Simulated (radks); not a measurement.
Results of a calculation; reference values are marked as such.
The rhenium ion Re4+, configuration [Xe] 4f14 5d3. Code: a radial shooting solver on a logarithmic mesh with Libxc functionals. Model: Dirac Kohn-Sham, Slater X-alpha with alpha = 0.921, spin-unpolarised, spherical densities, finite nucleus; open shells are shared between the two j in proportion to 2j + 1; Fermi nuclear charge, rms radius 5.3698 fm.

Spin-orbit splittings of the eigenvalues, e(l+1/2) - e(l-1/2), with zeta = 2 splitting/(2l+1) and mean radii in bohr:

[
 {"shell": "2p", "occ.": "6", "splitting (eV)": "1452", "zeta (eV)": "967.8", "<r> j=l-1/2": "0.06228", "<r> j=l+1/2": "0.07035"},
 {"shell": "3p", "occ.": "6", "splitting (eV)": "316.4", "zeta (eV)": "210.9", "<r> j=l-1/2": "0.1862", "<r> j=l+1/2": "0.2011"},
 {"shell": "3d", "occ.": "10", "splitting (eV)": "69.07", "zeta (eV)": "27.63", "<r> j=l-1/2": "0.1756", "<r> j=l+1/2": "0.1801"},
 {"shell": "4p", "occ.": "6", "splitting (eV)": "74.19", "zeta (eV)": "49.46", "<r> j=l-1/2": "0.4423", "<r> j=l+1/2": "0.4755"},
 {"shell": "4d", "occ.": "10", "splitting (eV)": "13.83", "zeta (eV)": "5.532", "<r> j=l-1/2": "0.4890", "<r> j=l+1/2": "0.5002"},
 {"shell": "4f", "occ.": "14", "splitting (eV)": "2.660", "zeta (eV)": "0.7601", "<r> j=l-1/2": "0.5601", "<r> j=l+1/2": "0.5681"},
 {"shell": "5p", "occ.": "6", "splitting (eV)": "11.98", "zeta (eV)": "7.986", "<r> j=l-1/2": "1.101", "<r> j=l+1/2": "1.190"},
 {"shell": "5d", "occ.": "3", "splitting (eV)": "1.380", "zeta (eV)": "0.5518", "<r> j=l-1/2": "1.515", "<r> j=l+1/2": "1.550"}
]
